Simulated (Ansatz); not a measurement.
C2H4ClGeN, SMILES `[CH3][GeH]([Cl])[C]#N`: the same geometry under several functionals.

```yaml
crystal:
  periodic: [false, false, false]
  atoms:
    - {symbol: C, position_ang: [-1.131317, -0.635241, 0.278838]}
    - {symbol: Ge, position_ang: [0.579159, -0.126568, -0.456814]}
    - {symbol: Cl, position_ang: [2.123857, -1.349523, 0.389544]}
    - {symbol: C, position_ang: [0.984513, 1.679077, 0.085500]}
    - {symbol: N, position_ang: [1.183987, 2.766259, 0.408139]}
    - {symbol: H, position_ang: [-1.909623, 0.022137, -0.111219]}
    - {symbol: H, position_ang: [-1.097379, -0.550202, 1.364602]}
    - {symbol: H, position_ang: [-1.354846, -1.665865, 0.003515]}
    - {symbol: H, position_ang: [0.710249, -0.186471, -1.979306]}
basis:
  gaussian: {orbitals: def2-TZVPP}
hamiltonian: {xc: {name: wB97X-V}}
output: {orbitals: {seedname: orbitals}}
```

```sh
$ ansatz run in.yaml --threads 4 --pin off --events-out ev --progress --plain --max-ram 10444MiB
```

Output, abridged:

```
Functional definition: wB97X-V
1450 factors; their error is unknown
292 factors; integrals over basis functions are off by at most 2.0e-5 eV
mean field evaluation 1: about -72658.7779 eV, gradient 5.4e1 eV
mean field evaluation 2: about -72657.8375 eV, gradient 6.1e1 eV
mean field evaluation 4: about -72664.5896 eV, gradient 3.1e0 eV
mean field evaluation 8: about -72664.6148 eV, gradient 6.5e-2 eV
mean field evaluation 16: about -72664.8080 eV, gradient 5.7e-5 eV
mean field -72664.80803402 eV, -2670.3824412744 hartree, gradient 5.7e-5 eV, S^2 0.000000; 0 other end points of the search recorded, 0 dependent functions left out
reference -72664.80803207 eV, -2670.3824412028 hartree; 36, 36 occupied and 203, 203 virtual orbitals, 1450 factors
Total energy: -72664.80803207 eV, -2670.3824412028 hartree
```

Hardware: 4 threads of an Arm Neoverse V2 on a shared host. Wall time 7 s, peak host memory 0.82 GiB.

With the line `hamiltonian: {xc: hse06, dispersion: d4}` (abridged; 3 s):

```
Functional definition: HSE06
mean field evaluation 16: about -72656.8310 eV, gradient 8.3e-5 eV
mean field -72656.83102069 eV, -2670.0892914416 hartree, gradient 8.3e-5 eV, S^2 0.000000
Total energy: -72657.00243127 eV, -2670.0955906640 hartree
```

The same input with `hamiltonian: {xc: {name: BHLYP}, dispersion: d4}` (abridged; 3.1 s):

```
Functional definition: BHLYP
mean field evaluation 16: about -72670.1562 eV, gradient 6.1e-5 eV
mean field -72670.15615635 eV, -2670.5789811449 hartree, gradient 6.1e-5 eV, S^2 0.000000
Total energy: -72670.43836434 eV, -2670.5893520972 hartree
```

With the line `hamiltonian: {xc: pbe, dispersion: d4}` and forces (abridged; 2.1 s):

```
Functional definition: PBE
mean field evaluation 16: about -72654.5058 eV, gradient 5.2e-3 eV
mean field -72654.50579885 eV, -2670.0038411150 hartree, gradient 1.9e-5 eV, S^2 0.000000
Total energy: -72654.71841053 eV, -2670.0116544502 hartree
Atom 0 force    -0.067669    -0.022379     0.023169 eV/Å
Atom 1 force    -0.049388     0.103205    -0.087034 eV/Å
Atom 2 force     0.249135    -0.202165     0.131976 eV/Å
Atom 3 force    -0.241070    -1.303635    -0.399488 eV/Å
Atom 4 force     0.274290     1.482008     0.443388 eV/Å
Atom 5 force    -0.145742     0.126462    -0.075246 eV/Å
Atom 6 force     0.009217     0.017723     0.202500 eV/Å
Atom 7 force    -0.040702    -0.194274    -0.053379 eV/Å
Atom 8 force     0.011929    -0.006945    -0.185886 eV/Å
Dipole moment:    -0.568269    -0.569055    -0.259745 e Å
```

Changing it to `hamiltonian: {xc: {name: r2SCANh}, dispersion: d4}` (abridged; 5 s):

```
Functional definition: r2SCANh
mean field evaluation 16: about -72669.2287 eV, gradient 4.9e-4 eV
mean field -72669.22873865 eV, -2670.5448991732 hartree, gradient 1.4e-5 eV, S^2 0.000000
Total energy: -72669.28544212 eV, -2670.5469829871 hartree
```

The same input with `hamiltonian: {xc: r2scan, dispersion: d4}` and forces (abridged; 4.2 s):

```
Functional definition: r2SCAN
mean field evaluation 16: about -72669.6863 eV, gradient 4.7e-3 eV
mean field -72669.68632258 eV, -2670.5617150723 hartree, gradient 3.2e-5 eV, S^2 0.000000
Total energy: -72669.73893393 eV, -2670.5636485036 hartree
Atom 0 force    -0.037945    -0.014113     0.016125 eV/Å
Atom 1 force    -0.006047     0.055019    -0.064144 eV/Å
Atom 2 force     0.032422    -0.032194     0.019796 eV/Å
Atom 3 force    -0.107614    -0.549904    -0.168598 eV/Å
Atom 4 force     0.097171     0.529298     0.159948 eV/Å
Atom 5 force     0.019529    -0.013237     0.008291 eV/Å
Atom 6 force     0.002279    -0.000516    -0.026199 eV/Å
Atom 7 force     0.006592     0.024308     0.006291 eV/Å
Atom 8 force    -0.006388     0.001339     0.048490 eV/Å
Dipole moment:    -0.586175    -0.574105    -0.269970 e Å
```

HSE06 is the plane-wave form, built on full-range PBE exchange.
